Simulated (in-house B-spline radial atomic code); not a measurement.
Stripping tellurium of all its electrons. The total binding energy is the sum of the 52 successive ionisation energies. Configuration: [Kr] 4d10 5s2 (5p1/2)2 (5p3/2)2. Level of theory: Dirac-Hartree-Fock, average of the jj configuration, Fermi nucleus of rms radius 4.7423 fm; calculated with a radial B-spline atomic code at the basis-set limit.

Dirac-Coulomb total energy: -6793.7195 hartree. First-order corrections (hartree): Breit 5.014, self-energy 3.838, vacuum polarisation -0.5044, recoil 0.0194.

(1) What total binding energy follows, and how does it compare with the sum of NIST's ionisation energies?

(2) What share of the binding belongs to the last two electrons?

Results:

(1) 184639 eV from the corrected total, against 184653 ± 24 eV from NIST's table (measured, semi-empirical and theoretical entries, uncertainties added in quadrature). The difference, +14 eV, is within about twice the table's uncertainty, so it can't show the correlation energy.

(2) 41 % by NIST's values (75374.3 eV).
